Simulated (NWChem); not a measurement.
# hydrogen bromide (HBr); SMILES Br

All runs: NWChem. This build's default masses of Se (78.918 u) and Br (79.917 u) are each other's, which moves their modes by up to 0.6 %. Each level has its own optimisation. Entropies are gas-phase, rigid-rotor, harmonic values for NWChem's default masses at 298.15 K and 1 bar, so the errors hold that model's part too (torsions, anharmonicity).

Measured entropy at 1 bar: 47.5 cal/(mol K) (CRC Handbook, as tabulated in the package chemicals).

```
level                                 entropy at 1 bar (cal/(mol K))  computed − measured
------------------------------------  ------------------------------  -------------------
LDA (Slater exchange, VWN5)/def2-SVP                            47.5                  0.0
PBE/def2-SVP                                                    47.5                  0.0
CAM-B3LYP/def2-SVP                                              47.5                  0.0
PBE0/def2-TZVP                                                  47.5                  0.0
PBE0/def2-SVP                                                   47.5                  0.0
```
